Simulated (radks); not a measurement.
Values are calculated unless marked as measured or tabulated.
Task: These are the eigenvalues of the occupied orbitals of an atom or ion with whole-number occupations (hartree). Level of theory: Dirac Kohn-Sham, PBE, spin-unpolarised, spherical densities, point nucleus (a radial shooting solver on a logarithmic mesh with Libxc functionals).

1s1/2: -1263.027
2s1/2: -197.1562
2p1/2: -185.2694
2p3/2: -173.3391
3s1/2: -40.94937
3p1/2: -36.01064
3p3/2: -33.74452
3d3/2: -25.05846
3d5/2: -24.57957
4s1/2: -8.02555
4p1/2: -6.27711
4p3/2: -5.82495
4d3/2: -2.99695
4d5/2: -2.92376
5s1/2: -1.43847
5p1/2: -1.01338
5p3/2: -0.95703

Which element is it, and in what charge state? The configuration may be excited. Open shells, if any, fill j = l - 1/2 first.

Result: Z = 54, xenon, charge +2: Xe2+ in [Kr] 4d10 5s2 5p4. The list shows which subshells hold electrons but not how many an open one holds; the 1s level, -1263 hartree, gives Z - s = 50.3 by -(Z - s)^2/2, which with screening and relativity narrows Z to a few neighbours, and the depths of the outer levels then fix element, charge and occupations together.
